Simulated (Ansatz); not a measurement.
Reaction (ligand exchange at a B–N bond): `NB[SiH2]N` + H–F → `N[SiH2]BF` + NH₃

Gas-phase electronic energies from Ansatz, PBE0-D4/def2-TZVP geometries. CCSD(T)/CBS adds triple-zeta CCSD(T) − MP2 to the extrapolated MP2 energy (def2 sets, frozen cores). This one scheme is used for every species. DFT in def2-TZVPP. B3LYP here is the variant with VWN-RPA as its local correlation; programs differ in this. HSE06 is defined as in plane-wave codes. One conformer a species, not always the lowest.

(1) Is it downhill or uphill in electronic energy at CCSD(T)/CBS, and by how much? (An estimate is asked.)

(2) What do these levels give: PBE0-D4, B3LYP-D4, HSE06-D4, CAM-B3LYP-D4, r2SCAN0, CAM-B3LYP, LC-ωPBE, RPA@PBE/def2-TZVPP, CCSD(T)/def2-SVP, CCSD(T)/def2-TZVPP, MP2/def2-QZVPP, HF/CBS(def2)? (Estimate.)

(3) What do rigid-rotor, harmonic-oscillator terms from PBE0-D4/def2-TZVP frequencies (298.15 K, 1 bar) make of the CCSD(T)/CBS value? (Best estimate.)

Largest T1 diagnostic among the species: 0.013.

## Answers

(1) Ansatz gave: Uphill: ΔE = +2.1 kcal/mol.

(2) Ansatz gave: PBE0-D4 2.5, B3LYP-D4 0.8, HSE06-D4 2.5, CAM-B3LYP-D4 0.3, r2SCAN0 1.1, CAM-B3LYP -0.3, LC-ωPBE 1.0, RPA@PBE/def2-TZVPP 0.8, CCSD(T)/def2-SVP 0.7, CCSD(T)/def2-TZVPP 1.6, MP2/def2-QZVPP 2.8, HF/CBS(def2) -3.9 kcal/mol.

(3) The calculation gave: ΔZPE = -0.3 kcal/mol, ΔH = +1.8 kcal/mol, ΔS = 10 J/(mol·K), ΔG = +1.1 kcal/mol.

At CCSD(T), def2-SVP lies −1.3 kcal/mol from the extrapolated value and def2-TZVPP −0.5 kcal/mol. The D4 term adds +1.2 kcal/mol with B3LYP and +0.6 kcal/mol with PBE0; it sums over pairs of atoms, weighted by their polarisabilities, and B3LYP, whose exchange is more repulsive, gets the larger term. In def2-TZVPP, CCSD(T) changes the Hartree–Fock value by +5.4 kcal/mol (the triples alone add +0.7 kcal/mol) and MP2 by +6.3 kcal/mol.
